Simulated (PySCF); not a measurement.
Compound: C10H13N.
Cartesian coordinates in Å at the PBE0-D3(BJ)/def2-SVP level; atoms count from 1:
```
atom  x, y, z in Å
N1     2.3572    2.5068   -1.1200
C2     2.5229    1.5296   -0.5216
C3     2.7252    0.2767    0.1967
C4     1.4639   -0.5803    0.4059
C5     0.6274   -0.7767   -0.8791
C6    -0.8539   -0.4740   -0.5802
C7    -1.2752   -1.3142    0.5950
C8    -0.5486   -1.1086    1.7004
C9     0.5335   -0.0748    1.5373
C10   -0.1542    1.2432    1.1237
C11   -0.9544    1.0120   -0.1726
H12    3.4658   -0.3003   -0.3814
H13    3.1969    0.5043    1.1667
H14    1.8437   -1.5587    0.7376
H15    0.9728   -0.1036   -1.6807
H16    0.7340   -1.8046   -1.2556
H17   -1.4663   -0.6694   -1.4719
H18   -2.1074   -2.0206    0.5376
H19   -0.7165   -1.6264    2.6482
H20    1.1130    0.0625    2.4628
H21    0.5858    2.0457    0.9927
H22   -0.8147    1.5607    1.9439
H23   -0.5582    1.6369   -0.9887
H24   -2.0107    1.2873   -0.0382
```

Level of theory: PySCF, PBE0-D3(BJ)/def2-SVP geometry optimisation, gas phase.

Masses are those of the commonest isotopes; rigid-rotor values at the optimised geometry. The values belong to one conformer with, in the numbering `[N:1]#[C:2][CH2:3][C@@H:4]1[CH2:5][C@H:6]2[CH:7]=[CH:8][C@@H:9]1[CH2:10][CH2:11]2`, C2–C3–C4–C5 48°.

Question: Give the principal moments of inertia and the rotational constants in cm⁻¹.

Answer: Ia = 245.46, Ib = 526.43, Ic = 562.58 u·Å²; 505379 MHz·u·Å²/I gives 2059, 960.0 and 898.3 MHz, that is A = 0.06868, B = 0.03202, C = 0.02996 cm⁻¹.

Question: Classify the top.

Answer: An asymmetric top. Ray's parameter κ = (2B − A − C)/(A − C) = -0.894; −1 is the prolate and +1 the oblate limit.

Question: Is it planar, by Δ = Ic − Ia − Ib?

Answer: Not planar: Δ = Ic − Ia − Ib = -209.32 u·Å². For a rigid frame Δ = −2 Σ m c², so Σ m c² = 104.66 u·Å² lies off the ab plane: 27.01 from hydrogen and 77.65 from heavier atoms. The atom farthest from that plane is 2.32 Å away.

Question: Give the other two planar moments, Paa and Pbb, and the rms extents of the mass along the axes.

Answer: Paa = Σ m a² = (Ib + Ic − Ia)/2 = 421.77 and Pbb = Σ m b² = (Ia + Ic − Ib)/2 = 140.81 u·Å². With the mass M = 147.10 u, the rms extents √(P/M) along a, b and c are 1.69, 0.98, 0.84 Å.

Question: Which types of transition are allowed, and where do some lines up to J = 4 fall?

Answer: The dipole components are |μa| = 2.08 D, |μb| = 2.77 D, |μc| = 0.22 D. The squared components, which scale the intensities, stand as 0.56 : 1.00 : 0.01 (a : b : c). Some lines, for components of 0.1 D or more:

| type | branch | J(Ka,Kc) | MHz | lower level (cm⁻¹) |
| --- | --- | --- | --- | --- |
| a | Q | 3(1,2) ← 3(1,3) | 370 | 0.403 |
| b | R | 3(1,2) ← 2(2,1) | 2369 | 0.337 |
| b | R | 2(0,2) ← 1(1,1) | 2615 | 0.099 |
| c | R | 1(1,0) ← 0(0,0) | 3019 | 0.000 |
| b | Q | 4(2,2) ← 4(1,3) | 3123 | 0.668 |
| b | Q | 3(2,1) ← 3(1,2) | 3218 | 0.416 |
| b | Q | 4(2,3) ← 4(1,4) | 3702 | 0.647 |
| b | Q | 4(3,1) ← 4(2,2) | 5620 | 0.772 |
| a | R | 4(0,4) ← 3(0,3) | 7408 | 0.372 |
| a | R | 4(3,1) ← 3(3,0) | 7439 | 0.711 |
| b | R | 3(2,2) ← 2(1,1) | 8872 | 0.227 |
| c | R | 3(2,1) ← 2(1,1) | 8884 | 0.227 |
| c | R | 3(2,2) ← 2(1,2) | 9057 | 0.221 |
| b | R | 3(3,1) ← 2(2,0) | 11223 | 0.337 |
| c | R | 3(3,0) ← 2(2,0) | 11223 | 0.337 |
| c | R | 4(3,1) ← 3(2,1) | 13076 | 0.523 |

Question: Estimate the classical rotational partition function at 10 K, 100 K and 298.15 K.

Answer: Point group C1, symmetry number σ = 1; q = (√π/σ)·√((kT/h)³/(ABC)), k/h = 20836.6 MHz/K: 4000 at 10 K, 127000 at 100 K, 651000 at 298.15 K.

No PBE0-D3(BJ)/def2-SVP frequencies stand behind this structure, so it isn't proved a minimum. These are rigid-rotor constants of the computed structure; measured ground-state constants (B0) also hold zero-point vibration. Quadrupole hyperfine structure (14N) is left out.
